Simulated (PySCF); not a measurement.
2-pyrimidin-2-yl-1,3,4-oxadiazole (C6H4N4O), SMILES n1nc(oc1)-c1ncccn1.

Coordinates come from a ωB97X-D3(BJ)/def2-SVP optimisation. The values are those of a single conformer.

Method: PySCF with HF/def2-SVP.

The molecule is in vacuum.

**Question.** Estimate the frontier levels, gap, dipole moment and polarisability. (An estimate is asked for; the answer gives what the named calculation found.)

**Answer.** 
```yaml
highest_occupied_level: -9.91 eV
lowest_empty_level: 1.61 eV
orbital_gap: 11.52 eV
dipole_moment: 5.08 D
quadrupole, principal values (traceless, Buckingham form, about the centre of nuclear charge): -18.38, -5.35, 23.73 D·Å
mean_static_polarisability: 80.8 bohr³ (11.98 Å³)
polarisability_principal_values: 39.3, 81.4, 121.8 bohr³
```
